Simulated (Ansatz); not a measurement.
A nudged elastic band was laid between two geometries of CH$_{6}$S$_{2}$Si (10 atoms, charge 0, multiplicity 1).

All numbers below come from RKS PBE0-D4/def2-SVP in Ansatz 0.2.0.

```json
{
 "movable images": "1",
 "climbing image": "yes",
 "spring": "5.0 eV/Å²",
 "optimiser": "quadratic models (default)",
 "start path": "through a guess of the saddle point",
 "force threshold": "0.05 eV/Å",
 "iteration limit": "60",
 "end points": "relaxed"
}
```

First end point:

```xyz
10
Properties=species:S:1:pos:R:3
Si -1.137 1.123 -0.435
S -0.066 0.499 1.328
C 0.617 -1.088 0.745
S 1.458 -1.072 -0.858
H -1.898 -0.029 -1.003
H -2.077 2.163 0.077
H -0.271 1.728 -1.486
H 1.292 -1.434 1.540
H -0.188 -1.830 0.638
H 2.355 -0.111 -0.542
```

Last end point:

```xyz
10
Properties=species:S:1:pos:R:3
Si -1.212 1.172 -0.393
S -0.227 0.548 1.422
C 0.719 -0.871 0.795
S 1.886 -0.357 -0.505
H -1.689 -0.036 -1.131
H -2.373 1.980 0.082
H -0.367 2.011 -1.287
H 1.252 -1.279 1.666
H 0.035 -1.639 0.405
H 2.059 -1.582 -1.051
```

Task: What changes between the two ends?

Result: No bond is made or broken. The dihedral H8–C3–S4–H10 goes from -65 to 83°.

Task: Give the energies along the band, and the barrier.

Result: The run converged. The highest image is number 1 of 0 to 2, 4.3 kcal/mol above the first end and 2.0 kcal/mol above the last; the last end lies 2.3 kcal/mol above the first. Another band between the same ends (7 images) ends at a top of the same energy, where a vibrational analysis finds 1 clearly imaginary mode. So few images can step over the top or miss a turn of the path.

| image | path coordinate (Å) | energy (kcal/mol) | dihedral H8–C3–S4–H10 (°) |
| --- | --- | --- | --- |
| 0 | 0.00 | 0.0 | -65 |
| 1 | 1.72 | 4.3 | 14 |
| 2 | 3.26 | 2.3 | 83 |

Task: What is the geometry of the highest image?

Result: 
```xyz
10
Properties=species:S:1:pos:R:3
Si -1.381 1.127 -0.394
S -0.118 0.633 1.271
C 0.700 -0.860 0.617
S 1.881 -0.544 -0.739
H -2.231 -0.046 -0.767
H -2.228 2.254 0.086
H -0.601 1.552 -1.594
H 1.235 -1.295 1.471
H -0.064 -1.582 0.293
H 2.889 -1.290 -0.242
```

The band took 10 iterations and of the order of 20 core-seconds.

Run time: 11 s on 2 threads of AMD EPYC 9R45 96-Core Processor (Zen 5), on a shared host, peak memory 0.23 GiB.
